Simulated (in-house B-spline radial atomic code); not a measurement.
Sb. Computed with a B-spline radial atomic code. Model: non-relativistic spherical atom: semilocal Troullier-Martins pseudo-atom, one channel per l, against all electrons, high spin, G0W0 and RPA with empty states to l = 8, local potential for every l without a channel, a model core (radius 0 = none) keeps its share of the functional.

The core holds an angular momentum without a channel of its own, so the local potential lets valence electrons into it.

Without relativity these are model numbers for so heavy an element.

What the tables leave out is listed at the end.

The pseudopotential gives back the lowest level of each angular momentum of its own functional in the configuration it was made in; a second state of the same l is only approximately right. Exact exchange, RPA and GW see the smooth pseudo-orbitals and miss the exchange with the core, for which the functional's share stands in. The column with an uncorrelated core keeps all orbitals and exact exchange, and so separates missing core correlation from pseudisation. Only the three outermost levels and the lowest empty one were computed. RPA here is direct RPA, with no exchange kernel, and its energies carry an (l + 1/2)⁻⁴ tail. A hybrid on a potential with a model core restores only its own semilocal share of the core's exchange.

Command:
```bash
python run_psgw.py task.json out
```
Settings (lengths in bohr, energies in hartree):
```
Z                      51
electrons              51
configuration          [Kr] 4d10 5s2 5p3
generated_in           [Kr] 4d10 5s2 5p3
functional             lda,vwn
core_shells            9
radius_factor          1.15
core_correction        True
```

Cost of the run: 41 s on 1 thread of Arm Neoverse N1, on a shared host.

Given: made with LDA VWN5; model core radius 1.668 bohr; local radius 2.335 bohr; mean-field start LDA VWN5.

Valence shells of the generating configuration: 5s, 5p.

Channel: s 2.271, p 2.699 (radii in bohr).

Computed: largest level miss in the spin-unpolarised generating configuration 0 eV; valence RPA correlation energy pseudo -0.21094 hartree; all-electron RPA polarisability, core included 39.266 bohr³; pseudo-atom RPA polarisability 40.848 bohr³.

```
          level  occupied  mean-field all-electron (eV)  mean-field pseudo minus all (eV)  G0W0 all-electron (eV)  G0W0 uncorrelated core minus all (eV)  G0W0 pseudo minus all (eV)  exchange self-energy all-electron (eV)  exchange self-energy pseudo (eV)
          5p up         1                       -5.5854                                 0                 -8.9198                                  0.237                      -0.121                                 -14.739                           -12.463
        5s down         1                       -11.051                            -0.013                  -14.09                                  0.692                       -0.27                                   -14.8                           -10.608
5p down (empty)         0                       -4.0131                             -0.01                 -1.3814                                  0.261                      -0.545                                 -4.1861                           -2.0171
```

Task: What is the valence RPA correlation energy all-electron orbitals?

Result: -0.1666 hartree.

Given: mean-field start PBE0.

Computed: valence RPA correlation energy all-electron orbitals -0.1505 hartree; valence RPA correlation energy pseudo -0.18518 hartree; all-electron RPA polarisability, core included 33.669 bohr³.

```json
{"level": "5p up", "occupied": "1", "mean-field all-electron (eV)": "-6.5875", "mean-field pseudo minus all (eV)": "0.032", "G0W0 all-electron (eV)": "-9.1906", "G0W0 uncorrelated core minus all (eV)": "0.24", "G0W0 pseudo minus all (eV)": "0.078", "exchange self-energy all-electron (eV)": "-14.681", "exchange self-energy pseudo (eV)": "-12.41"}
{"level": "5s down", "occupied": "1", "mean-field all-electron (eV)": "-11.48", "mean-field pseudo minus all (eV)": "0.216", "G0W0 all-electron (eV)": "-14.215", "G0W0 uncorrelated core minus all (eV)": "0.719", "G0W0 pseudo minus all (eV)": "0.462", "exchange self-energy all-electron (eV)": "-14.529", "exchange self-energy pseudo (eV)": "-10.403"}
{"level": "5p down (empty)", "occupied": "0", "mean-field all-electron (eV)": "-2.7105", "mean-field pseudo minus all (eV)": "-0.01", "G0W0 all-electron (eV)": "-1.1007", "G0W0 uncorrelated core minus all (eV)": "0.254", "G0W0 pseudo minus all (eV)": "-0.201", "exchange self-energy all-electron (eV)": "-3.8437", "exchange self-energy pseudo (eV)": "-1.9233"}
```

Task: What is the pseudo-atom RPA polarisability?

Result: 35.701 bohr³.

Among the listed levels the largest G0W0 shift of the pseudo-atom is -0.55 eV, for 5p down (empty) on the LDA VWN5 start, while leaving the core uncorrelated moves that level by +0.26 eV. So pseudisation and the lost core exchange, not the missing core correlation, make the error. Not in the tables (levels of low weight, unsolved or above zero; the highest and the empty levels are kept at any weight): on LDA the G0W0 levels 5s up (pseudo minus all +0.34 eV, weights 0.03 and 0.06); on PBE0 the G0W0 levels 5s up (pseudo minus all +2.97 eV, weights 0.13 and 0.08); no Hartree-Fock pseudo-atom is run with a model core.
